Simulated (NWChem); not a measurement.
System: AlSiH5O; SMILES [AlH2][O][SiH3]

Input file for NWChem:

```
start job
memory heap 200 mb stack 900 mb global 1100 mb
geometry units angstroms noautosym nocenter noautoz
  Al     0.001776    -1.801665     0.001043
  H     -1.395364    -2.546326     0.000193
  H      1.396357    -2.551087     0.000347
  O      0.005941    -0.097879     0.002623
  Si     0.000232     1.544413     0.000575
  H      0.381175     2.064415     1.342619
  H     -1.350365     2.071984    -0.338679
  H      0.968345     2.070479    -1.000933
end
basis spherical
  Al library def2-svp
  H library def2-svp
  O library def2-svp
  Si library def2-svp
end
dft
  xc b3lyp
  iterations 150
  mulliken
end
task dft energy
esp
  recalculate
  probe 0.07
  range 0.3
  factor 1.0
  spacing 0.02
end
task esp
```

Parts of the log:

```
             Northwest Computational Chemistry Package (NWChem) 7.3.0
             --------------------------------------------------------

                             Geometry "geometry" -> ""
                             -------------------------

 Output coordinates in angstroms (scale by  1.889725989 to convert to a.u.)

  No.       Tag          Charge          X              Y              Z
 ---- ---------------- ---------- -------------- -------------- --------------
    1 Al                  13.0000     0.00177600    -1.80166500     0.00104300
    2 H                    1.0000    -1.39536400    -2.54632600     0.00019300
    3 H                    1.0000     1.39635700    -2.55108700     0.00034700
    4 O                    8.0000     0.00594100    -0.09787900     0.00262300
    5 Si                  14.0000     0.00023200     1.54441300     0.00057500
    6 H                    1.0000     0.38117500     2.06441500     1.34261900
    7 H                    1.0000    -1.35036500     2.07198400    -0.33867900
    8 H                    1.0000     0.96834500     2.07047900    -1.00093300

 Effective nuclear repulsion energy (a.u.)     138.6465569762

                                 NWChem DFT Module
                                 -----------------

 Summary of "ao basis" -> "ao basis" (spherical)
 ------------------------------------------------------------------------------
       Tag                 Description            Shells   Functions and Types
 ---------------- ------------------------------  ------  ---------------------
 Al                         def2-svp                 8       18   4s3p1d
 H                          def2-svp                 3        5   2s1p
 O                          def2-svp                 6       14   3s2p1d
 Si                         def2-svp                 8       18   4s3p1d

            General Information
            -------------------
          SCF calculation type: DFT
          Wavefunction type:  closed shell.
          No. of atoms     :     8
          No. of electrons :    40
           Alpha electrons :    20
            Beta electrons :    20
          Charge           :     0
          Spin multiplicity:     1
          Use of symmetry is: off; symmetry adaption is: off
          Maximum number of iterations: 150
          AO basis - number of functions:    75
                     number of shells:    37
          Convergence on energy requested:  1.00D-06
          Convergence on density requested:  1.00D-05
          Convergence on gradient requested:  5.00D-04

              XC Information
              --------------
                         B3LYP Method XC Potential
                     Hartree-Fock (Exact) Exchange  0.200
                        Slater Exchange Functional  0.800 local
                    Becke 1988 Exchange Functional  0.720 non-local
              Lee-Yang-Parr Correlation Functional  0.810
                  VWN I RPA Correlation Functional  0.190 local

             Grid Information
             ----------------
          Grid used for XC integration:  medium
          Radial quadrature: Mura-Knowles
          Angular quadrature: Lebedev.
          Tag              B.-S. Rad. Rad. Pts. Rad. Cut. Ang. Pts.
          ---              ---------- --------- --------- ---------
          Al                  1.25       88          11.0       590
          H                   0.35       45          13.0       434
          O                   0.60       49           8.0       434
          Si                  1.10       88          12.0       590
          Grid pruning is: on
          Number of quadrature shells:   450
          Spatial weights used:  Erf1

      Superposition of Atomic Density Guess
      -------------------------------------

 Sum of atomic energies:        -607.71751046

      Non-variational initial energy
      ------------------------------

 Total energy =    -608.356482
 1-e energy   =   -1118.190038
 2-e energy   =     371.187000
 HOMO         =      -0.353594
 LUMO         =       0.003863

     ---------------------------------------------
      Total Density - Mulliken Population Analysis
     ---------------------------------------------

    Atom       Charge   Shell Charges
 -----------   ------   -------------------------------------------------------
    1 Al  13    11.99   2.00  1.99  0.86  0.19  5.93  0.56  0.32  0.13
    2 H    1     1.21   0.70  0.50  0.01
    3 H    1     1.21   0.70  0.50  0.01
    4 O    8     9.06   1.99  1.11  0.66  3.20  2.10  0.00
    5 Si  14    13.24   2.00  1.99  0.95  0.25  5.94  1.04  0.88  0.20
    6 H    1     1.10   0.71  0.39  0.01
    7 H    1     1.10   0.71  0.38  0.01
    8 H    1     1.10   0.71  0.39  0.01

   convergence    iter        energy       DeltaE   RMS-Dens  Diis-err
 ---------------- ----- ----------------- --------- --------- ---------
 d= 0,ls=0.0,diis     1   -609.9697154504 -7.49D+02  1.81D-02  6.01D-01
 d= 0,ls=0.0,diis     2   -609.8177494583  1.52D-01  1.15D-02  2.21D+00
 d= 0,ls=0.0,diis     3   -610.0395021321 -2.22D-01  1.36D-03  9.84D-03
 d= 0,ls=0.0,diis     4   -610.0405987499 -1.10D-03  3.74D-04  5.61D-04
 d= 0,ls=0.0,diis     5   -610.0406910426 -9.23D-05  5.82D-05  1.50D-05
  Resetting Diis
 d= 0,ls=0.0,diis     6   -610.0406933647 -2.32D-06  9.76D-06  3.62D-07
 d= 0,ls=0.0,diis     7   -610.0406934202 -5.55D-08  1.62D-06  5.08D-09

         Total DFT energy =     -610.040693420184
      One electron energy =    -1120.740517397634
           Coulomb energy =      422.179704370256
    Exchange-Corr. energy =      -50.126437369045
 Nuclear repulsion energy =      138.646556976240

 Numeric. integr. density =       40.000003019895

                       DFT Final Molecular Orbital Analysis
                       ------------------------------------

 Vector   18  Occ=2.000000D+00  E=-3.241173D-01
              MO Center= -1.7D-01, -9.3D-02, -1.6D-01, r^2= 6.2D+00
   Bfn.  Coefficient  Atom+Function         Bfn.  Coefficient  Atom+Function
  ----- ------------  ---------------      ----- ------------  ---------------
    66      0.261953  7 H  s                 32      0.223165  4 O  px
    19     -0.205792  2 H  s                 24      0.206525  3 H  s
     8      0.189685  1 Al px                71     -0.188334  8 H  s
    50     -0.184428  5 Si px                67      0.172934  7 H  s
    35      0.169297  4 O  px                11      0.158407  1 Al px

 Vector   19  Occ=2.000000D+00  E=-3.130110D-01
              MO Center=  2.4D-01,  1.1D+00,  2.2D-01, r^2= 2.9D+00
   Bfn.  Coefficient  Atom+Function         Bfn.  Coefficient  Atom+Function
  ----- ------------  ---------------      ----- ------------  ---------------
    34      0.399870  4 O  pz                37      0.312859  4 O  pz
    61     -0.304389  6 H  s                 62     -0.231537  6 H  s
    71      0.226925  8 H  s                 52     -0.197144  5 Si pz
    72      0.172581  8 H  s                 49      0.105655  5 Si pz
    13      0.083712  1 Al pz                57     -0.081191  5 Si d -1

 Vector   20  Occ=2.000000D+00  E=-2.913086D-01
              MO Center= -7.4D-02, -1.0D+00, -6.7D-02, r^2= 5.1D+00
   Bfn.  Coefficient  Atom+Function         Bfn.  Coefficient  Atom+Function
  ----- ------------  ---------------      ----- ------------  ---------------
    32      0.356751  4 O  px                35      0.274188  4 O  px
    19      0.251050  2 H  s                 24     -0.250891  3 H  s
    20      0.247536  2 H  s                 25     -0.246216  3 H  s
    66      0.172988  7 H  s                  8     -0.157602  1 Al px
    67      0.156312  7 H  s                 71     -0.124215  8 H  s

 Vector   21  Occ=0.000000D+00  E=-4.811557D-02
              MO Center=  7.3D-03, -1.8D+00,  9.2D-03, r^2= 3.9D+00
   Bfn.  Coefficient  Atom+Function         Bfn.  Coefficient  Atom+Function
  ----- ------------  ---------------      ----- ------------  ---------------
    13      0.789586  1 Al pz                10      0.332350  1 Al pz
    55     -0.184984  5 Si pz                 7     -0.183764  1 Al pz
    37     -0.174992  4 O  pz                34     -0.172760  4 O  pz
    62      0.147381  6 H  s                 72     -0.109547  8 H  s
    15     -0.048070  1 Al d -1              67     -0.037110  7 H  s

 Vector   22  Occ=0.000000D+00  E= 3.801454D-03
              MO Center= -2.4D-03, -2.8D-01, -8.2D-03, r^2= 5.7D+00
   Bfn.  Coefficient  Atom+Function         Bfn.  Coefficient  Atom+Function
  ----- ------------  ---------------      ----- ------------  ---------------
     4      0.937221  1 Al s                 31     -0.686174  4 O  s
    54     -0.568394  5 Si py                12      0.402030  1 Al py
    25     -0.356076  3 H  s                 20     -0.352147  2 H  s
    46     -0.316164  5 Si s                 62      0.206177  6 H  s
    72      0.186718  8 H  s                 30     -0.179909  4 O  s

 Vector   23  Occ=0.000000D+00  E= 4.800329D-02
              MO Center=  3.0D-03, -2.5D+00, -2.1D-03, r^2= 4.8D+00
   Bfn.  Coefficient  Atom+Function         Bfn.  Coefficient  Atom+Function
  ----- ------------  ---------------      ----- ------------  ---------------
     4      1.224465  1 Al s                 12     -1.087151  1 Al py
    25     -0.982608  3 H  s                 20     -0.969976  2 H  s
     3      0.314135  1 Al s                 46      0.307096  5 Si s
    31      0.239029  4 O  s                 54      0.230139  5 Si py
    67     -0.208992  7 H  s                 24     -0.187948  3 H  s

     ---------------------------------------------
      Total Density - Mulliken Population Analysis
     ---------------------------------------------

    Atom       Charge   Shell Charges
 -----------   ------   -------------------------------------------------------
    1 Al  13    12.29   2.00  1.98  0.88  0.10  5.92  0.80  0.40  0.20
    2 H    1     1.19   0.72  0.46  0.01
    3 H    1     1.19   0.72  0.46  0.01
    4 O    8     8.58   1.99  1.06  0.68  2.92  1.94  0.00
    5 Si  14    13.37   2.00  1.98  1.02  0.13  5.93  1.25  0.79  0.28
    6 H    1     1.13   0.75  0.37  0.01
    7 H    1     1.13   0.75  0.36  0.01
    8 H    1     1.13   0.75  0.36  0.01

     -------------------------------------------
      Total Density - Lowdin Population Analysis
     -------------------------------------------

    Atom       Charge   Shell Charges
 -----------   ------   -------------------------------------------------------
    1 Al  13    12.51   2.00  1.94  0.59  0.30  5.81  0.91  0.61  0.34
    2 H    1     1.15   0.64  0.50  0.01
    3 H    1     1.15   0.64  0.50  0.01
    4 O    8     8.34   1.97  0.89  0.60  2.76  2.12  0.00
    5 Si  14    13.50   2.00  1.93  0.64  0.33  5.82  1.25  1.08  0.45
    6 H    1     1.12   0.66  0.43  0.02
    7 H    1     1.12   0.66  0.43  0.02
    8 H    1     1.12   0.66  0.43  0.02

     Multipole analysis of the density
     ---------------------------------

     L   x y z        total         alpha         beta         nuclear
     -   - - -        -----         -----         ----         -------
     0   0 0 0     -0.000000    -20.000000    -20.000000     40.000000

     1   1 0 0     -0.002981     -0.071422     -0.071422      0.139862
     1   0 1 0     -0.118716      1.332832      1.332832     -2.784379
     1   0 0 1     -0.001128     -0.044160     -0.044160      0.087192

     2   2 0 0    -28.048940    -26.172605    -26.172605     24.296271
     2   1 1 0      0.004743      0.103258      0.103258     -0.201774
     2   1 0 1     -0.000343     -0.000583     -0.000583      0.000823
     2   0 2 0    -26.652050   -194.559669   -194.559669    362.467288
     2   0 1 1     -0.002253      0.030749      0.030749     -0.063751
     2   0 0 2    -23.362230    -16.893565    -16.893565     10.424901

                     NWChem Electrostatic Potential Fit Module
                     -----------------------------------------

 Atom parameters

 Number of atoms is                                    8
 Number of basis functions is                         75

 Grid parameters

 Maximum number of grid points is                  41386
 Number of grid points is                          41385
 Grid range                                     0.300000 nm
 Grid spacing                                   0.020000 nm
 Probe radius                                   0.070000 nm
 Atom radius factor                             1.000000

 Atomic radii

    1    0.100000
    8    0.136000
   13    0.195000
   14    0.187000
 FASTESP  F
  using M.O. file = ./job.movecs

    Atom              Coordinates                           Charge

                                                  ESP

    1 Al    0.000178   -0.180167    0.000104    0.860509
    2 H    -0.139536   -0.254633    0.000019   -0.268491
    3 H     0.139636   -0.255109    0.000035   -0.269381
    4 O     0.000594   -0.009788    0.000262   -0.499798
    5 Si    0.000023    0.154441    0.000058    0.578698
    6 H     0.038118    0.206442    0.134262   -0.132014
    7 H    -0.135037    0.207198   -0.033868   -0.136283
    8 H     0.096835    0.207048   -0.100093   -0.133241
                                            ------------
                                               -0.000000

 Dipole moment                                  0.127821

 Quadrupole moment Qxx                         -4.969468
                   Qyy                         -1.347996
                   Qzz                          6.317464

 RMS deviation kJ/mol                           0.071139

 RRMS %                                        51.626583
```

Level: B3LYP/def2-SVP. All runs use the structure optimised with B3LYP/6-31G* (spherical d).
